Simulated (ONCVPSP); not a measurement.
**An all-electron radial function and its pseudo partner (chromium)**

Columns: radius, all-electron u(r) and pseudo u(r) of the 3p shell (level -44.17 eV) of chromium in the configuration [Ne] 3s2 3p6 3d5.5 4s0.5; PBE, scalar-relativistic, ONCV scheme, ONCVPSP 4.0.1.

```json
{"r (bohr)": "0.082", "all-electron": "-0.3886", "pseudo": "0.0322"}
{"r (bohr)": "0.165", "all-electron": "-0.5610", "pseudo": "0.1256"}
{"r (bohr)": "0.248", "all-electron": "-0.3571", "pseudo": "0.2672"}
{"r (bohr)": "0.330", "all-electron": "0.0026", "pseudo": "0.4357"}
{"r (bohr)": "0.413", "all-electron": "0.3726", "pseudo": "0.6138"}
{"r (bohr)": "0.495", "all-electron": "0.6729", "pseudo": "0.7773"}
{"r (bohr)": "0.578", "all-electron": "0.8896", "pseudo": "0.9136"}
{"r (bohr)": "0.660", "all-electron": "1.0204", "pseudo": "1.0094"}
{"r (bohr)": "0.742", "all-electron": "1.0822", "pseudo": "1.0629"}
{"r (bohr)": "0.825", "all-electron": "1.0910", "pseudo": "1.0758"}
{"r (bohr)": "0.908", "all-electron": "1.0618", "pseudo": "1.0537"}
{"r (bohr)": "0.990", "all-electron": "1.0086", "pseudo": "1.0058"}
{"r (bohr)": "1.072", "all-electron": "0.9408", "pseudo": "0.9408"}
{"r (bohr)": "1.155", "all-electron": "0.8648", "pseudo": "0.8655"}
{"r (bohr)": "1.238", "all-electron": "0.7864", "pseudo": "0.7869"}
{"r (bohr)": "1.320", "all-electron": "0.7100", "pseudo": "0.7101"}
{"r (bohr)": "1.402", "all-electron": "0.6369", "pseudo": "0.6368"}
{"r (bohr)": "1.485", "all-electron": "0.5675", "pseudo": "0.5674"}
{"r (bohr)": "1.568", "all-electron": "0.5035", "pseudo": "0.5034"}
{"r (bohr)": "1.650", "all-electron": "0.4458", "pseudo": "0.4457"}
{"r (bohr)": "1.733", "all-electron": "0.3929", "pseudo": "0.3928"}
{"r (bohr)": "1.815", "all-electron": "0.3460", "pseudo": "0.3459"}
{"r (bohr)": "1.898", "all-electron": "0.3036", "pseudo": "0.3035"}
{"r (bohr)": "1.980", "all-electron": "0.2663", "pseudo": "0.2663"}
{"r (bohr)": "2.062", "all-electron": "0.2333", "pseudo": "0.2333"}
{"r (bohr)": "2.145", "all-electron": "0.2038", "pseudo": "0.2038"}
```

Problem. How many radial nodes do the two functions have?

Solution. The all-electron 3p function has n − l − 1 = 1; the pseudo-wave has 0, since the states of the same l below it are removed with the core.

Problem. At about which radius was the pseudo-wave matched?

Solution. 1.45 bohr. The columns agree to 0.0005 from 1.32 bohr on; several derivatives are matched, so the curves merge somewhat inside the radius.

Problem. Where does each function peak?

Solution. Outermost all-electron maximum near 0.82 bohr, pseudo maximum near 0.82 bohr (to the table’s step).

Problem. Is the pseudo-wave norm-conserving?

Solution. Yes: the ONCV scheme keeps the norm inside the radius equal to the all-electron one, which fixes the energy derivative of the logarithmic derivative at the level.
